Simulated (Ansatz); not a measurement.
`BN([SiH3])[SiH2][SiH3]` → `BN([SiH3])[SiH3]` + `[SiH2]` at 298.15 K and 1 bar (silylene loss).

Calculated with Ansatz (gas phase, PBE0-D4/def2-TZVP geometries, no zero-point term in ΔE). CBS: MP2 limit from def2 TZ/QZ plus the TZ coupled-cluster correction, frozen cores. This one scheme is used for every species. Each species was taken in one conformer, which may not be the lowest.

| species | CCSD(T)/CBS energy (Eh) | H − E (kJ/mol) | S (J/(mol·K)) |
| --- | --- | --- | --- |
| `BN([SiH3])[SiH2][SiH3]` | -952.80471 | 279.0 | 410.6 |
| `BN([SiH3])[SiH3]` | -662.52490 | 227.7 | 348.6 |
| `[SiH2]` | -290.19011 | 40.6 | 207.5 |

H − E and S are ideal-gas, rigid-rotor, harmonic terms from PBE0-D4/def2-TZVP, for one conformer and one mirror image of each species. 1 Eh = 2625.50 kJ/mol, R = 8.31446 J/(mol·K).

Task: By hand: ΔE, ΔH, ΔS and ΔG.

Result: ΔE = (-662.52490) + (-290.19011) − (-952.80471) = 0.08970 Eh = 235.5 kJ/mol. Δ(H − E) = 227.7 + 40.6 − 279.0 = -10.7, so ΔH = 224.8 kJ/mol. ΔS = 348.6 + 207.5 − 410.6 = 145.5 J/(mol·K). ΔG = 224.8 − 298.15 × (145.5)/1000 = 181.4 kJ/mol.

Task: By hand: the equilibrium constant, and the temperature at which ΔG would vanish if ΔH and ΔS stayed fixed.

Result: log₁₀ K = −ΔG/(RT ln 10) = -31.8. ΔG = 0 at ΔH/ΔS = 1545 K.

The number of gas molecules changes by +1, which sets the sign of ΔS. A doubt of 5 kJ/mol in ΔE shifts log₁₀ K by 0.9 here. Other conformers and mirror images would add mixing entropy, several J/(mol·K) or more a flexible species. Modes under 60 cm⁻¹, often nearly free rotors, make the harmonic entropy too high. These are equilibria of isolated gas molecules and say nothing of rates. Largest T1 diagnostic: 0.014 (customary marks: 0.02 for closed shells, 0.045 for open ones).
